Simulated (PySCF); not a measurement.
SMILES Bc1ccc(C=O)s1 (GFN2-xTB optimised geometry):

```
13

B      0.751     2.596     0.000
C      0.522     1.086     0.000
C      1.471     0.074     0.000
C      0.937    -1.210     0.000
C     -0.446    -1.210     0.000
C     -1.321    -2.362     0.000
O     -2.527    -2.329     0.001
S     -1.073     0.398     0.000
H     -0.162     3.323     0.000
H      1.845     3.003     0.001
H      2.527     0.283     0.000
H      1.522    -2.113     0.000
H     -0.769    -3.323    -0.001
```

Level of theory: B3LYP/def2-TZVP run with PySCF 2.14.0.

What are the frontier orbital energies and the dipole moment?

HOMO-2 -7.80 eV, HOMO-1 -7.63 eV, HOMO -7.59 eV, LUMO -3.18 eV, LUMO+1 -1.28 eV; dipole moment 3.34 D.

On the same geometry PBE/def2-TZVP run with PySCF gives HOMO-2 -7.05 eV, HOMO-1 -6.89 eV, HOMO -6.25 eV, LUMO -3.83 eV, LUMO+1 -2.11 eV; dipole moment 3.14 D.

Meta-Löwdin charges at B3LYP/def2-TZVP: B1 -0.04, C2 -0.19, C3 -0.10, C4 -0.13, C5 -0.15, C6 0.26, O7 -0.39, S8 0.36, H9 0.01, H10 0.01, H11 0.13, H12 0.13, H13 0.08.
